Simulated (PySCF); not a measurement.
An excited-state job on `FC/C=C1\C[C@H]1Br`.

Method: TDDFT wB97X-D/def2-SVPD, vertical, gas phase, core orbitals frozen in the response (PySCF 2.14.0, density-fitted response routines). Geometry: GFN2-xTB. The input is one job of a driver script: a line of settings, then coordinates in Å.

Command:
```bash
OMP_NUM_THREADS=1 python probes_run.py task.json out
```

Input:
```
{"job": {"kind": "uv", "xc": "wB97X-D", "basis": "def2-SVPD", "nstates": 8, "ntriplets": 3}, "charge": 0, "multiplicity": 1}
F      1.740712     0.156857    -1.520532
C      2.076984    -0.009508    -0.203559
C      0.873717    -0.005859     0.688511
C     -0.359602     0.082281     0.254886
C     -1.306059     0.133052    -0.863075
C     -1.783903     0.105006     0.570081
Br    -2.623270    -1.503476     1.257472
H      2.612871    -0.964011    -0.127612
H      2.756438     0.810446     0.060186
H      1.097030    -0.078359     1.744314
H     -1.421032     1.051789    -1.421334
H     -1.423454    -0.755354    -1.468215
H     -2.244821     0.977622     1.011150
```

Output:
```
coarse grid: 53368 points
cycle   1  E = -2867.4545637684  dE =  1.335e-01  |g| = 5.307e-01  |ddm| = 6.396e+00
cycle   2  E = -2867.4613867794  dE = -6.823e-03  |g| = 5.787e-01  |ddm| = 1.760e+00
cycle   3  E = -2867.5184047488  dE = -5.702e-02  |g| = 4.954e-02  |ddm| = 7.851e-01
cycle   4  E = -2867.5188842756  dE = -4.795e-04  |g| = 2.048e-02  |ddm| = 1.380e-01
cycle   5  E = -2867.5189854029  dE = -1.011e-04  |g| = 8.231e-03  |ddm| = 5.767e-02
cycle   6  E = -2867.5190027572  dE = -1.735e-05  |g| = 2.042e-03  |ddm| = 2.244e-02
cycle   7  E = -2867.5190042671  dE = -1.510e-06  |g| = 8.441e-04  |ddm| = 7.986e-03
final grid: 112952 points
cycle   8  E = -2867.5184649746  dE = -2.374e-06  |g| = 1.121e-03  |ddm| = 2.418e-02
cycle   9  E = -2867.5184649617  dE =  1.292e-08  |g| = 1.209e-03  |ddm| = 4.525e-03
cycle  10  E = -2867.5184652874  dE = -3.257e-07  |g| = 1.338e-04  |ddm| = 2.173e-03
cycle  11  E = -2867.5184652934  dE = -5.996e-09  |g| = 5.645e-05  |ddm| = 4.474e-04
cycle  12  E = -2867.5184652945  dE = -1.157e-09  |g| = 1.307e-05  |ddm| = 1.960e-04
cycle  13  E = -2867.5184652947  dE = -1.137e-10  |g| = 6.537e-06  |ddm| = 5.818e-05
converged SCF energy = -2867.5184652947

Static polarisability (au): isotropic 83.563, principal 64.024 77.277 109.388

Singlet excitations
state   eV       nm        f      main configurations
  1   5.4138    229.0   0.01944   H->L 0.68, H-1->L 0.23
  2   5.7570    215.4   0.00305   H-2->L 0.87
  3   6.4994    190.8   0.36906   H-1->L 0.65, H->L 0.26
  4   6.7922    182.5   0.04876   H-3->L 0.69, H->L+1 0.09
  5   7.2408    171.2   0.01259   H->L+1 0.42, H-4->L 0.19, H-1->L+1 0.13
  6   7.5220    164.8   0.05159   H->L+2 0.46, H->L+1 0.16, H-1->L+1 0.13
  7   7.7850    159.3   0.02488   H-2->L+1 0.24, H-1->L+2 0.16, H-4->L 0.15
  8   7.8587    157.8   0.02296   H-2->L+1 0.29, H->L+3 0.14, H-1->L+1 0.11

Triplet excitations (Tamm-Dancoff, eV): 4.2267 4.9549 5.2476
```

The SCF starts on a coarse grid where the log names one; the energy can jump when the final grid takes over, and dE then counts from the start density on the new grid. H and L stand for HOMO and LUMO; the number after each pair is its weight.

**Question.** How does the lowest singlet excitation compare with the HOMO–LUMO gap?

**Answer.** HOMO -9.37 eV and LUMO 0.70 eV give a gap of 10.07 eV; S1 at 5.41 eV lies 4.66 eV below it.

Main results: HOMO -9.37 eV, LUMO 0.70 eV; lowest singlet 5.41 eV; lowest triplet 4.23 eV (Tamm–Dancoff); mean polarisability 83.6 au.

 The wB97X-D/def2-SVPD calculation is non-relativistic and has no spin–orbit coupling, an omission that weighs most on bromine.

The run took 78 s wall on one thread, Arm Neoverse N1, no GPU, shared host.

One conformer stands for the species.
Labels such as C1 count atoms from 1, the log's own numbers from 0.

wB97X-D is run here without its empirical dispersion term; that term would change no orbital, density or response property at a fixed geometry.
